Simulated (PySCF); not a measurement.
**Exact mass, isotope pattern and composition**

Species: `N#CC1=C(F)C(F)=C(F)C(F)=C1F` (pentafluorobenzonitrile).

Calculated for natural abundance.

Task: Molar mass and exact mass?

Result: For C7F5N, with standard atomic weights, 1 × 14.007 + 7 × 12.011 + 5 × 18.998 = 193.074 g/mol. From the most abundant isotopes (14N, 12C, 19F), 1 × 14.003074 + 7 × 12.000000 + 5 × 18.998403 = 192.9951 u.

Task: What cluster does the molecular ion M+• show when like nominal masses merge?

Result: 
```
nominal mass  m/z (centroid)  relative intensity
         193        192.9945               100.0
         194        193.9976                 7.9
         195        195.0006                 0.3
```

Lines under 0.1 % of the tallest are left out. One electron mass, 0.00055 u, is taken off.

Task: Give the mass fraction of each element.

Result: N 7.25 %, C 43.55 %, F 49.20 %.

Task: List the species in which a single atom is changed from its most abundant isotope.

Result: Intensity in % of the monoisotopic species:

| isotope | mass shift (u) | m/z | intensity (%) |
| --- | --- | --- | --- |
| 15N | +0.99703 | 193.9916 | 0.37 |
| 13C | +1.00335 | 193.9979 | 7.57 |

Species under 0.02 % are left out.

Task: Which m/z would the protonated and sodiated molecule have?

Result: [M+H]+ 194.0024, [M+Na]+ 215.9843, for the monoisotopic species (arithmetic only; whether such ions form is another matter).

Task: What share of all molecules is the monoisotopic species?

Result: 0.99632 × 0.9893^7 × 1^5 = 92.40 %.

Task: Count the protons, neutrons and electrons of the monoisotopic species, and give its exact less its nominal mass.

Result: 94 protons, 99 neutrons and 94 electrons; 192.9951 − 193 = -0.0049 u.
